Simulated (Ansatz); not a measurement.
`C[Si](F)(F)I` → F• + `C[Si](F)I`• at 700 K and 1 bar (homolysis of the F–Si bond).

Calculated with Ansatz (gas phase, PBE0-D4/def2-TZVP geometries, no zero-point term in ΔE). CCSD(T)/CBS adds triple-zeta CCSD(T) − MP2 to the extrapolated MP2 energy (def2 sets, frozen cores). This one scheme is used for every species, atoms too. Open shells (•) are unrestricted, without spin–orbit coupling. Spin–orbit coupling would lower the free atoms: a little for F. Elements past krypton have def2 core potentials. Bonds to I are less sure, by a few kJ/mol each and by 10 to 20 or more in all where they break to atoms, as the def2 sets lack core-valence functions.

| species | CCSD(T)/CBS energy (Eh) | H − E (kJ/mol) | S (J/(mol·K)) |
| --- | --- | --- | --- |
| `C[Si](F)(F)I` | -826.16288 | 185.1 | 458.3 |
| F• | -99.66871 | 14.6 | 178.2 |
| `C[Si](F)I`• | -726.23688 | 164.9 | 429.3 |

H − E and S are ideal-gas, rigid-rotor, harmonic terms from PBE0-D4/def2-TZVP, for one conformer and one mirror image of each species, with the whole ground term of open shells counted as degenerate. 1 Eh = 2625.50 kJ/mol, R = 8.31446 J/(mol·K).

Task: By hand: ΔE, ΔH, ΔS and ΔG.

Result: ΔE = (-99.66871) + (-726.23688) − (-826.16288) = 0.25729 Eh = 675.5 kJ/mol. Δ(H − E) = 14.6 + 164.9 − 185.1 = -5.6, so ΔH = 669.9 kJ/mol. ΔS = 178.2 + 429.3 − 458.3 = 149.2 J/(mol·K). ΔG = 669.9 − 700 × (149.2)/1000 = 565.5 kJ/mol.

Task: By hand: the equilibrium constant, and the temperature at which ΔG would vanish if ΔH and ΔS stayed fixed.

Result: log₁₀ K = −ΔG/(RT ln 10) = -42.2. ΔG = 0 at ΔH/ΔS = 4490 K, far beyond where these terms or the molecules hold.

The number of gas molecules changes by +1, which sets the sign of ΔS. A doubt of 5 kJ/mol in ΔE shifts log₁₀ K by 0.4 here. Other conformers and mirror images would add mixing entropy, several J/(mol·K) or more a flexible species. These are equilibria of isolated gas molecules and say nothing of rates. Largest T1 diagnostic: 0.012 (customary marks: 0.02 for closed shells, 0.045 for open ones).
